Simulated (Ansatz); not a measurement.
A structure relaxed at PBE0-D4/def2-TZVP, charge 0, multiplicity 1:

Cartesian coordinates in Å:
```
C -1.5035 0.6007 1.0387
Si 0.2107 0.3279 0.3613
O 1.2365 -0.1634 1.5542
F 0.6958 1.7790 -0.1629
Al 0.5357 -1.2982 -1.4717
O 1.4204 -0.8082 -2.8362
H -2.1771 0.9723 0.2623
H -1.4885 1.3398 1.8462
H -1.9190 -0.3298 1.4336
H 1.2121 0.2920 2.3986
H -0.0170 -2.7809 -1.5097
H 1.7940 0.0687 -2.9144
```

Problem. Give its formula and SMILES.

Solution. CH6AlFO2Si, `C[Si](O)(F)[AlH][OH]`.

Problem. Summarise the bond lengths by kind.

Solution. 1 × C–Si 1.863 Å; 3 × C–H 1.093 to 1.095 Å; 1 × O–Si 1.648 Å; 1 × F–Si 1.617 Å; 1 × Al–Si 2.472 Å; 2 × H–O 0.956 to 0.960 Å; 1 × Al–O 1.698 Å; 1 × Al–H 1.583 Å.

All numbers were calculated with Ansatz.
